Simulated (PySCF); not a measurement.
# Basis-set dependence of BiH at HF

PySCF, UHF reference; triplet, unpaired electrons π ↑↑; De to Bi + H without counterpoise correction.

```json
{"basis": "cc-pVDZ-PP/cc-pVDZ", "relativity": "scalar-relativistic core potentials", "functions": "28", "Re (Å)": "1.792", "ωe (cm⁻¹)": "1856", "De (eV)": "1.25", "μ (D)": "-0.64"}
{"basis": "def2-SVPD", "relativity": "scalar-relativistic core potentials", "functions": "40", "Re (Å)": "1.792", "ωe (cm⁻¹)": "1846", "De (eV)": "1.25", "μ (D)": "-0.65"}
{"basis": "aug-cc-pVDZ-PP/aug-cc-pVDZ", "relativity": "scalar-relativistic core potentials", "functions": "41", "Re (Å)": "1.793", "ωe (cm⁻¹)": "1842", "De (eV)": "1.26", "μ (D)": "-0.65"}
{"basis": "cc-pVTZ-PP/cc-pVTZ", "relativity": "scalar-relativistic core potentials", "functions": "53", "Re (Å)": "1.790", "ωe (cm⁻¹)": "1863", "De (eV)": "1.31", "μ (D)": "-0.65"}
{"basis": "def2-TZVP", "relativity": "scalar-relativistic core potentials", "functions": "56", "Re (Å)": "1.784", "ωe (cm⁻¹)": "1867", "De (eV)": "1.32", "μ (D)": "-0.66"}
{"basis": "def2-TZVPP", "relativity": "scalar-relativistic core potentials", "functions": "64", "Re (Å)": "1.784", "ωe (cm⁻¹)": "1864", "De (eV)": "1.33", "μ (D)": "-0.66"}
```

Problem. How does each smaller set differ from the one with most functions, def2-TZVPP?

Solution. cc-pVDZ-PP/cc-pVDZ: +0.8 pm, -0.4 % in ωe, -0.08 eV in De; def2-SVPD: +0.8 pm, -1.0 % in ωe, -0.08 eV in De; aug-cc-pVDZ-PP/aug-cc-pVDZ: +0.9 pm, -1.2 % in ωe, -0.07 eV in De; cc-pVTZ-PP/cc-pVTZ: +0.6 pm, -0.1 % in ωe, -0.02 eV in De; def2-TZVP: +0.0 pm, +0.2 % in ωe, -0.01 eV in De. All at HF; the set with most functions is neither the basis-set limit nor always the best.

A positive dipole means Bi(−)H(+). These are scalar-relativistic numbers at best; spin–orbit coupling would shift them, the dissociation energy most. Hartree–Fock leaves out correlation, which carries a large part of most bond energies and some tenths to 1 eV of ionisation energies. The state is the lowest determinant that a PBE0 search found; another state may lie lower at other levels.
